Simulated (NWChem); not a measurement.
System: BaClF; SMILES [F][Ba][Cl]

```xyz
3

Ba    -0.3134    -0.3817     0.0000
F      1.2376    -1.9805     0.0000
Cl     0.3770     2.3058     0.0000
```
Atoms are numbered in this order, from 1.

Coordinates come from a PBE0/def2-SVP optimisation. def2 effective core potentials on Ba; no spin-orbit coupling.

Symmetry labels are those of Cs in the frame above (b1 and b2, or b-type labels, depend on it).

Task: List the 4 lowest vertical singlet excitations from LDA (Slater exchange, VWN5)/def2-SVP with def2 effective core potentials on Ba, TDA (NWChem).

Result: 
```json
[
 {"state": "S1", "energy (eV)": "3.56", "oscillator strength": "0.007", "symmetry": "a'", "leading excitation (squared amplitude)": "HOMO → LUMO (1.00)"},
 {"state": "S2", "energy (eV)": "3.67", "oscillator strength": "0.015", "symmetry": "a\"", "leading excitation (squared amplitude)": "HOMO−1 → LUMO (1.00)"},
 {"state": "S3", "energy (eV)": "3.91", "oscillator strength": "0.010", "symmetry": "a'", "leading excitation (squared amplitude)": "HOMO−2 → LUMO (0.99)"},
 {"state": "S4", "energy (eV)": "4.53", "oscillator strength": "0.002", "symmetry": "a\"", "leading excitation (squared amplitude)": "HOMO → LUMO+1 (1.00)"}
]
```
